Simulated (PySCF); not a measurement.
```xyz
6
charge 0 multiplicity 2, angstrom
Cu    0.0000    0.0000   -0.1744
O     0.0000    0.0000    1.5652
O     1.7208   -0.0639   -0.4477
O    -1.7208    0.0639   -0.4477
H     2.2256   -0.6405    0.1321
H    -2.2256    0.6405    0.1321
```

These are results of UPBE0/[Cu def2-TZVP, O def2-TZVP, H def2-TZVP], no relativity, density fitting, PySCF, not measurements.

This geometry of CuO(OH)2 is a stationary point at this level.

Q: What is the point group?

A: C2.

Q: Is it a minimum?

A: Yes: all harmonic wavenumbers are real.

Q: Which band is strongest in the infrared?

A: 3884 cm⁻¹ (b), 236 km/mol.

Q: What are the dipole moment and the gap between the highest occupied and lowest empty levels of either spin?

A: 0.25 D and 3.76 eV.

Q: What is the atomisation energy, with and without zero-point energy?

A: 1513 kJ/mol without, 1439 kJ/mol with.

This need not be the most stable arrangement of these atoms. Other spin states or occupations of the open shell can lie lower.
